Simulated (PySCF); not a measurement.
Computed structure and properties of Lu(SH)3

System: Lu(SH)3 (singlet in the valence; each metal's 4f electrons, 14 of them, lie in its core potential, out of spins and levels); start: displaced along the imaginary mode (C3). Method: PySCF 2.14.0, RKS BP86, Lu lcecp-1-SVP with ECP60, S def2-SVP, H def2-SVP; non-relativistic Hamiltonian with scalar-relativistic core potentials where named; density fitting; no spin-orbit coupling.

Input of the relaxation:

```python
mol = gto.M(atom='''
Lu    -0.00000    -0.00000    -0.27576
S      2.43465    -0.00684     0.44701
H      2.11763     0.25001     1.77485
S     -1.21140     2.11189     0.44701
H     -1.27533     1.70892     1.77485
S     -1.22325    -2.10505     0.44701
H     -0.84230    -1.95893     1.77485''',
    basis={'Lu': 'lcecp-1-SVP', 'S': 'def2-SVP', 'H': 'def2-SVP'},
    ecp={'Lu': 'lcecp-1-SVP'},
    charge=0, spin=0)
mf = dft.RKS(mol, xc='B88,P86')
mf.grids.atom_grid = (50, 194)  # f atoms: unpruned, at least (60, 302)
mf = mf.density_fit()  # fitting sets: Lu AutoAux, S def2-universal-JKFIT, H def2-universal-JKFIT
mf.conv_tol = 1e-08; mf.max_cycle = 55
mf.kernel(dm0)  # dm0: converged density of the start geometry
# quasi-Newton relaxation in Cartesian coordinates to a largest gradient under 0.00045 Eh/bohr, steps kept in the point group
```

Run from Python with OMP_NUM_THREADS=2; the lines above give its settings. Where DIIS fails, smearing, a level shift and second-order steps follow.
It took 100 s on 2 threads of Arm Neoverse V2, with other jobs on the host, from the converged density of the start.

Course of the relaxation:

```csv
step,energy above end (eV),largest force component within the symmetry (eV/Å)
0,0.4338,0.531
1,0.3931,0.201
2,0.3355,0.578
3,0.2988,0.646
4,0.2293,0.427
5,0.1772,0.558
6,0.1527,0.126
7,0.1297,0.129
21,0.0016,0.100
22,0.0006,0.060
23,0.0004,0.017
24,0.0003,0.012
25,0.0000,0.009
26,0.0000,0.004
```
(The steps between are left out.)

Relaxed geometry (C3h):

```xyz
7

Lu    0.0000    0.0000    0.9042
S     2.4966   -0.4310    0.9191
H     2.7866    0.9057    0.9094
S    -0.8751    2.3776    0.9191
H    -2.1777    1.9604    0.9094
S    -1.6215   -1.9466    0.9191
H    -0.6089   -2.8661    0.9094
```

| contact | Å |
| --- | --- |
| Lu1–S2 (SH) | 2.534 |
| Lu1–S4 (SH) | 2.534 |
| Lu1–S6 (SH) | 2.534 |

On the finer grid (75, 302):

```json
{
  "HOMO": "-6.44 eV",
  "LUMO": "-3.21 eV",
  "Dipole about the centre of mass": "0.10 D",
  "Set of Mulliken populations of Lu1 outside the core potential": "s 2.50, p 6.43, d 1.43, f 0.03",
  "D3(BJ) dispersion energy (not in the energies)": "-0.398 eV"
}
```

```csv
atom,Mulliken (e),Löwdin (e),spin (e)
Lu1,0.61,-0.23,0.00
S2,-0.32,0.05,0.00
H3,0.11,0.03,0.00
S4,-0.32,0.05,0.00
H5,0.11,0.03,0.00
S6,-0.32,0.05,0.00
H7,0.11,0.03,0.00
```

The 4f levels lie in the core potential and are missing.

On the grid (50, 194), as all that follows. Harmonic modes: a minimum within the noise of the softest modes; lowest 27 cm⁻¹ (negative: unstable), highest 2577 cm⁻¹, zero-point energy 0.654 eV.

Taking off one SH (charge -1, singlet; the rest: singlet) in vacuum, both parts rigid, costs 9.33 eV; the small basis without counterpoise inflates it. Most of it is the attraction of opposite charges; other ways to part are cheaper, and one spin state was tried for the rest.

Rigid scan of SH along the line from its metal:

(distance to S2 (Å), energy (eV)): (2.23, 0.648), (2.33, 0.252), (2.43, 0.055), (2.53, 0.000), (2.63, 0.043), (2.73, 0.155), (2.93, 0.498), (3.23, 1.128), (3.63, 1.944), (4.13, 2.756)

One start shape was tried, so this needn't be the lowest isomer.

An lcecp potential fixes the number of 4f electrons, so in runs with it no electron can move into or out of that shell.
